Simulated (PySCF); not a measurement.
## Calculated NMR parameters of O=C=C(C=O)[C@@H]([SiH3])O[SiH3]

```
Formula                               : C4H8O3Si2
SMILES                                : O=C=C(C=O)[C@@H]([SiH3])O[SiH3]
Point group of the computed structure : C1
Degrees of unsaturation               : 3
Carbon signals                        : 4
Proton signals                        : 4
```

Molfile (atoms numbered from 1):
```
C4H8O3Si2
     RDKit          3D

 17 16  0  0  0  0  0  0  0  0999 V2000
   -0.8620    1.9974   -2.4233 O   0  0  0  0  0  0  0  0  0  0  0  0
   -0.9857    1.4210   -1.4286 C   0  0  0  0  0  0  0  0  0  0  0  0
   -1.1350    0.7701   -0.3052 C   0  0  0  0  0  0  0  0  0  0  0  0
   -2.3485    0.8481    0.4879 C   0  0  0  0  0  0  0  0  0  0  0  0
   -2.5166    0.2331    1.5129 O   0  0  0  0  0  0  0  0  0  0  0  0
   -0.0258   -0.1109    0.2398 C   0  0  1  0  0  0  0  0  0  0  0  0
   -0.4463   -1.9733    0.0044 Si  0  0  0  0  0  4  0  0  0  0  0  0
    1.1774    0.1539   -0.4320 O   0  0  0  0  0  0  0  0  0  0  0  0
    2.6428    0.4815    0.1799 Si  0  0  0  0  0  4  0  0  0  0  0  0
   -3.1203    1.5254    0.0859 H   0  0  0  0  0  0  0  0  0  0  0  0
    0.0656    0.1299    1.3054 H   0  0  0  0  0  0  0  0  0  0  0  0
   -0.4957   -2.1906   -1.4415 H   0  0  0  0  0  0  0  0  0  0  0  0
   -1.7173   -2.2756    0.6469 H   0  0  0  0  0  0  0  0  0  0  0  0
    0.6627   -2.7118    0.6076 H   0  0  0  0  0  0  0  0  0  0  0  0
    3.3321    0.7931   -1.0601 H   0  0  0  0  0  0  0  0  0  0  0  0
    2.5719    1.5998    1.1247 H   0  0  0  0  0  0  0  0  0  0  0  0
    3.1938   -0.6791    0.8853 H   0  0  0  0  0  0  0  0  0  0  0  0
  1  2  2  0
  2  3  2  0
  3  4  1  0
  4  5  2  0
  3  6  1  0
  6  7  1  0
  6  8  1  0
  8  9  1  0
  4 10  1  0
  6 11  1  1
  7 12  1  0
  7 13  1  0
  7 14  1  0
  9 15  1  0
  9 16  1  0
  9 17  1  0
M  END
```

Level of theory: NMR shieldings at PBE0/pcSseg-1/GIAO, geometry: GFN2-xTB, in PySCF (rapidly exchanging positions averaged, a single conformation, in vacuum, non-relativistic).

δ = σ(ref) − σ, references computed at the same level: ¹H, ¹³C, ²⁹Si against TMS; H2O for ¹⁷O.

| carbon | δC, type | δH (multiplicity) | HMBC from (2–3 bonds) | span of the C tensor (ppm) |
| --- | --- | --- | --- | --- |
| C2 | 205.9, C | – | H10, H11 | 178 |
| C3 | 64.0, C | – | H10, H11, H12/H13/H14 | 47 |
| C4 | 186.0, CH | 9.86 (s) | H11 | 194 |
| C6 | 62.7, CH | 4.41 (q) | H10, H15/H16/H17, H12/H13/H14 | 83 |

Other nuclei:
```
      atoms  nucleus                        environment  δ (ppm)  σ (ppm)
H15/H16/H17       ¹H  hydrogen on a silicon bonded to O     4.95    26.77
H12/H13/H14       ¹H  hydrogen on a silicon bonded to C     3.97    27.75
        Si9     ²⁹Si           silicon bonded to O, 3 H    -35.0    384.2
        Si7     ²⁹Si           silicon bonded to C, 3 H    -67.7    416.8
         O5      ¹⁷O                    aldehyde oxygen    642.0   -305.9
         O1      ¹⁷O                    carbonyl oxygen    424.3    -88.2
         O8      ¹⁷O             oxygen bonded to C, Si      3.3    332.8
```

1. Carbon types of the structure: 2 × C, 2 × CH, leaving 6 H on heteroatoms.
2. δC 205.9: central carbon of a ketene.
3. δC 186.0: aldehyde carbonyl carbon; the double bond to the heteroatom, with no lone-pair donor beside it, deshields it most.
4. δC 64.0: terminal carbon of a ketene.
5. δC 62.7: allylic sp3 CH bonded to O and Si; pulled downfield by the heteroatom.
6. δH 9.86: hydrogen on an aldehyde carbonyl carbon; the C=O anisotropy and electron withdrawal place aldehyde protons far downfield.

Shifts are as computed. Against solution values, carbons near 30 ppm lie about +3 ppm off and those near 130 ppm about +5 ppm. Of 1211 compounds with measured shifts, 218 miss one by over three times the rms of a fit or turn the order of signals round; such compounds aren't used in these exercises. Unscaled 17O shifts of doubly bonded oxygen tend to come out too high, by tens of ppm or more. Experimental scales use liquid or dissolved standards, which lie at an offset from isolated H2O (liquid H2O: subtract about 36 ppm). Multiplicities follow the n + 1 count of equivalent neighbours, as no J values were calculated; m marks all less simple cases, F and P coupling included.
